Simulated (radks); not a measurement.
Problem. The table gives one normalised radial function P(r) = r R(r) of Sb in [Kr] 4d10 5s1.5 5p3.5 (r in bohr). Method: scalar-relativistic Kohn-Sham, r2SCAN, spin-polarised, spherical densities, finite nucleus; open shells are filled with parallel spins first (spin-orbit coupling, left out, can overturn this in heavy ions); meta-GGA in the generalised Kohn-Sham scheme; Fermi nuclear charge, rms radius 4.6802 fm; computed with a radial shooting solver on a logarithmic mesh with Libxc functionals.

r	P
0.002053	0.0000
0.00276	0.0000
0.003711	0.0001
0.00495	0.0002
0.006655	0.0005
0.008947	0.0011
0.01203	0.0025
0.01617	0.0055
0.02157	0.0118
0.029	0.0250
0.03899	0.0512
0.05242	0.0995
0.07048	0.1810
0.09401	0.2975
0.1264	0.4410
0.1699	0.5550
0.2285	0.5424
0.3047	0.3134
0.4097	-0.1508
0.5508	-0.6917
0.7405	-1.0415
0.9956	-1.0278
1.328	-0.7469
1.785	-0.4011
2.4	-0.1567
3.227	-0.0421
4.339	-0.0072
5.787	-0.0007
7.78	0.0000
10.46	0.0000

Which n and l does it have? It may be an empty orbital.

Solution. n = 4, l = 2: the number of nodes gives n - l - 1 = 1, the rise at small r (about r^(l+1), flatter next to the nucleus through relativity) gives l, and the extent must fit the shell. The curve is that of 4d down; the table hardly tells the two spins apart. 4d down: eigenvalue -34.641 eV, 1 radial node at r = 0.376 bohr, <r> = 1.02 bohr, 90 % of the charge inside 1.57 bohr.
